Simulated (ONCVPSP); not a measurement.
Reading a pseudo-wave (Zn (Z = 30))

Columns: radius, all-electron u(r) and pseudo u(r) of the 3p shell (level -83.40 eV) of zinc in the configuration [Ne] 3s2 3p6 3d10 4s2; PBE, scalar-relativistic, ONCV scheme, ONCVPSP 4.0.1.

| r (bohr) | all-electron | pseudo |
| --- | --- | --- |
| 0.065 | -0.4780 | 0.0430 |
| 0.130 | -0.6649 | 0.1646 |
| 0.195 | -0.3863 | 0.3462 |
| 0.260 | 0.0777 | 0.5609 |
| 0.325 | 0.5284 | 0.7786 |
| 0.390 | 0.8795 | 0.9722 |
| 0.455 | 1.1116 | 1.1217 |
| 0.520 | 1.2364 | 1.2164 |
| 0.585 | 1.2765 | 1.2544 |
| 0.650 | 1.2568 | 1.2425 |
| 0.715 | 1.1978 | 1.1913 |
| 0.780 | 1.1154 | 1.1136 |
| 0.845 | 1.0212 | 1.0211 |
| 0.910 | 0.9229 | 0.9231 |
| 0.975 | 0.8260 | 0.8260 |
| 1.040 | 0.7335 | 0.7335 |
| 1.105 | 0.6474 | 0.6474 |
| 1.170 | 0.5686 | 0.5686 |
| 1.235 | 0.4974 | 0.4974 |
| 1.300 | 0.4336 | 0.4336 |
| 1.365 | 0.3770 | 0.3770 |
| 1.430 | 0.3270 | 0.3270 |
| 1.495 | 0.2832 | 0.2832 |
| 1.560 | 0.2447 | 0.2447 |
| 1.625 | 0.2113 | 0.2113 |
| 1.690 | 0.1821 | 0.1821 |

(1) How many radial nodes do the two functions have?

(2) At about which radius was the pseudo-wave matched?

(3) Where does each function peak?

(4) Is the pseudo-wave norm-conserving?

Results:

(1) The all-electron 3p function has n − l − 1 = 1; the pseudo-wave has 0, since the states of the same l below it are removed with the core.

(2) 1.10 bohr. The columns agree to 0.0005 from 0.84 bohr on; several derivatives are matched, so the curves merge somewhat inside the radius.

(3) Outermost all-electron maximum near 0.58 bohr, pseudo maximum near 0.58 bohr (to the table’s step).

(4) Yes: the ONCV scheme keeps the norm inside the radius equal to the all-electron one, which fixes the energy derivative of the logarithmic derivative at the level.
